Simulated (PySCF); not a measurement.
A GIAO shielding run with PySCF 2.14.0 with density-fitted response routines (density fitting, non-relativistic, gas phase) on `C([SiH2]C)[C@@H](CF)[SiH2]S`, C$_{4}$H$_{13}$FSSi$_{2}$:

```
$ OMP_NUM_THREADS=1 python probes_run.py task.json out

{"job": {"kind": "nmr", "xc": "PBE0", "basis": "pcSseg-1"}, "charge": 0, "multiplicity": 1}
C      3.255354     0.325490     0.877871
Si     1.635080     0.924891     0.095090
C      0.466105    -0.572432    -0.064862
C     -0.803540    -0.322599    -0.878706
C     -1.505643    -1.652469    -1.126530
F     -2.612919    -1.477500    -1.926142
Si    -2.026824     0.897516    -0.072517
S     -2.089391     0.347485     2.009131
H      3.091972    -0.069501     1.876454
H      3.969799     1.138320     0.960434
H      3.719965    -0.458819     0.287062
H      1.029169     1.967497     0.931466
H      1.891700     1.471766    -1.246223
H      1.017713    -1.395796    -0.530228
H      0.185127    -0.925085     0.930304
H     -0.521313     0.080816    -1.856564
H     -1.859749    -2.100853    -0.191784
H     -0.856343    -2.363732    -1.650171
H     -1.549697     2.273245    -0.172797
H     -3.378732     0.757034    -0.597762
H     -3.066754     1.171668     2.346005
```

Hardware: 1 thread of an Arm Neoverse N1, shared host. The job also computes population analyses, field gradients.

Question: How large is the calculation?

Answer: 90 electrons, 222 basis functions and 1222 auxiliary functions.

Question: How long does it take, and how much memory does it need?

Answer: 85 s of wall time, with 12 SCF cycles and 4 response iterations; peak memory 1.1 GiB. Times on a shared host scatter by some tens of per cent.
